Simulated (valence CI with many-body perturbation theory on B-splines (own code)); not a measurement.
C I: calculation against measured levels

Level of theory: relativistic CI+MBPT: four valence electrons over a frozen Dirac-Fock core [He], a basis of 11 s, 11 p, 9 d, 7 f, 5 g, 2 h, 1 i functions for each j, with the one-electron correlation potential Σ1, the two-electron term Σ2, the three-electron term Σ3, Breit, model QED; selected CI, second order for the rest, scaled by the run's own slope (own B-spline code, finite nucleus).

Set against measurement, 36 paired levels are off by 37 cm⁻¹ on average, the worst by 83. These come from a selection out of the NIST Handbook of Basic Atomic Spectroscopic Data. Levels without a partner in it may be off by more. Among the levels kept, up to 900 cm⁻¹ of a level comes from second order outside the variational space, and about a tenth of that is noise between levels of different J, which matters for small intervals.

Measured levels: NIST Handbook of Basic Atomic Spectroscopic Data (Sansonetti and Martin, J. Phys. Chem. Ref. Data 34, 1559 (2005)). Pairs share parity and J, and are chosen by configuration, term and nearness in energy; levels without a clear partner are left out. Energies in cm⁻¹ above the measured ground level. The last column is blank where CI alone has no clear partner.

Names give the largest LS component (configuration and term), which can be under half, so a name can repeat, a term be missing and a line seem to break the LS rules; names also repeat where a configuration has a term twice.

```tsv
Computed label	Label in the source	Measured	Computed	Difference	CI alone, difference
2s2.2p2 3P_0	2s2 2p2 3P	0	0.0	0	0
2s2.2p2 3P_1	2s2 2p2 3P	16.4	18.7	+2	+4
2s2.2p2 3P_2	2s2 2p2 3P	43.4	55.8	+12	+25
2s2.2p2 1D_2	2s2 2p2 1D	10192.7	10253.0	+60	+34
2s2.2p2 1S_0	2s2 2p2 1S	21648.0	21731.0	+83	-51
2s.2p3 5S°_2	2s 2p3 5S°	33735.2	33675.1	-60	+243
2s2.2p.3s 3P°_0	2s2 2p(2P°) 3s 3P°	60333.4	60282.3	-51	-360
2s2.2p.3s 3P°_1	2s2 2p(2P°) 3s 3P°	60352.6	60306.0	-47	-351
2s2.2p.3s 3P°_2	2s2 2p(2P°) 3s 3P°	60393.2	60342.3	-51	-348
2s2.2p.3s 1P°_1	2s2 2p(2P°) 3s 1P°	61981.8	61939.6	-42	-326
2s.2p3 3D°_3	2s 2p3 3D°	64086.9	64105.6	+19	+325
2s.2p3 3D°_1	2s 2p3 3D°	64089.9	64100.0	+10	+313
2s.2p3 3D°_2	2s 2p3 3D°	64091.0	64103.0	+12	+316
2s2.2p.3p 1P_1	2s2 2p(2P°) 3p 1P	68856.3	68818.6	-38	-311
2s2.2p.3p 3D_1	2s2 2p(2P°) 3p 3D	69689.5	69651.3	-38	-317
2s2.2p.3p 3D_2	2s2 2p(2P°) 3p 3D	69710.7	69672.4	-38	-314
2s2.2p.3p 3D_3	2s2 2p(2P°) 3p 3D	69744.0	69696.0	-48	-317
2s2.2p.3p 3S_1	2s2 2p(2P°) 3p 3S	70743.9	70702.3	-42	-316
2s2.2p.3p 3P_0	2s2 2p(2P°) 3p 3P	71352.5	71302.5	-50	-327
2s2.2p.3p 3P_1	2s2 2p(2P°) 3p 3P	71364.9	71321.0	-44	-316
2s2.2p.3p 3P_2	2s2 2p(2P°) 3p 3P	71385.4	71339.4	-46	-314
2s2.2p.3p 1D_2	2s2 2p(2P°) 3p 1D	72610.7	72579.3	-31	-307
2s2.2p.3p 1S_0	2s2 2p(2P°) 3p 1S	73975.9	73963.7	-12	-302
2s.2p3 3P°_1	2s 2p3 3P°	75254.0	75289.5	+36	+148
2s.2p3 3P°_2	2s 2p3 3P°	75255.3	75297.9	+43	+152
2s.2p3 3P°_0	2s 2p3 3P°	75256.1	75281.9	+26	+129
2s2.2p.3d 1D°_2	2s2 2p(2P°) 3d 1D°	77679.8	77656.0	-24	
2s2.2p.4s 3P°_0	2s2 2p(2P°) 4s 3P°	78105.0	78055.4	-50	-346
2s2.2p.4s 3P°_1	2s2 2p(2P°) 4s 3P°	78116.8	78073.3	-43	-337
2s2.2p.4s 3P°_2	2s2 2p(2P°) 4s 3P°	78148.1	78104.8	-43	
2s2.2p.3d 3F°_2	2s2 2p(2P°) 3d 3F°	78199.1	78170.9	-28	
2s2.2p.3d 3F°_3	2s2 2p(2P°) 3d 3F°	78215.5	78186.3	-29	
2s2.2p.3d 3F°_4	2s2 2p(2P°) 3d 3F°	78249.9	78218.0	-32	-331
2s2.2p.3d 3D°_1	2s2 2p(2P°) 3d 3D°	78293.5	78257.2	-36	-320
2s2.2p.3d 3D°_2	2s2 2p(2P°) 3d 3D°	78307.6	78275.5	-32	
2s2.2p.3d 3D°_3	2s2 2p(2P°) 3d 3D°	78318.2	78283.3	-35	
2s2.2p.3d 1P°_1	2s2 2p(2P°) 3d 1P°	78731.3	78695.8	-36	-334
```

Over 36 excited levels the mean absolute difference is 37 cm⁻¹, the median 38 and the largest 83. For the 30 levels that pair on every rung the mean is CI alone 264, + Σ1 103, + Σ2 43, + Σ3 36, + Breit 40, + QED 38. The comparison draws on a selection of the measured levels: 37 of the 93 computed ones have a partner in it, and others may be off by more.

Rates against NIST Handbook of Basic Atomic Spectroscopic Data (Sansonetti and Martin, J. Phys. Chem. Ref. Data 34, 1559 (2005)):

```
λ vac, measured (nm)            Upper            Lower  A computed (s⁻¹)  A tabulated (s⁻¹)
              127.72  2s2.2p.3d 3D°_1     2s2.2p2 3P_0          1.19e+08           1.27e+08
              127.73  2s2.2p.3d 3D°_2     2s2.2p2 3P_1          1.68e+08           1.73e+08
              127.75  2s2.2p.3d 3D°_1     2s2.2p2 3P_1          8.48e+07           9.12e+07
              127.76  2s2.2p.3d 3D°_3     2s2.2p2 3P_2          2.25e+08           2.31e+08
              128.03  2s2.2p.4s 3P°_2     2s2.2p2 3P_2          6.25e+07           5.77e+07
              156.07     2s.2p3 3D°_2     2s2.2p2 3P_1          9.06e+07           9.08e+07
              156.07     2s.2p3 3D°_1     2s2.2p2 3P_1          5.17e+07           5.05e+07
              156.14     2s.2p3 3D°_3     2s2.2p2 3P_2          1.25e+08           1.21e+08
              165.63  2s2.2p.3s 3P°_2     2s2.2p2 3P_1          8.42e+07           8.58e+07
              165.69  2s2.2p.3s 3P°_1     2s2.2p2 3P_0          1.12e+08           1.13e+08
              165.70  2s2.2p.3s 3P°_2     2s2.2p2 3P_2          2.51e+08           2.52e+08
              165.74  2s2.2p.3s 3P°_1     2s2.2p2 3P_1          8.39e+07           8.64e+07
              165.79  2s2.2p.3s 3P°_0     2s2.2p2 3P_1          3.36e+08           3.43e+08
              165.81  2s2.2p.3s 3P°_1     2s2.2p2 3P_2          1.40e+08           1.44e+08
              175.18  2s2.2p.3d 1P°_1     2s2.2p2 1S_0          9.22e+07           9.07e+07
              193.09  2s2.2p.3s 1P°_1     2s2.2p2 1D_2          3.32e+08           3.51e+08
              247.93  2s2.2p.3s 1P°_1     2s2.2p2 1S_0          2.89e+07           3.40e+07
              833.74   2s2.2p.3p 1S_0  2s2.2p.3s 1P°_1          3.45e+07           3.51e+07
              940.83   2s2.2p.3p 1D_2  2s2.2p.3s 1P°_1          2.85e+07           2.91e+07
             1175.65  2s2.2p.3d 3F°_4   2s2.2p.3p 3D_3          2.72e+07           2.63e+07
             1175.80  2s2.2p.3d 3F°_3   2s2.2p.3p 3D_2          2.47e+07           2.40e+07
```
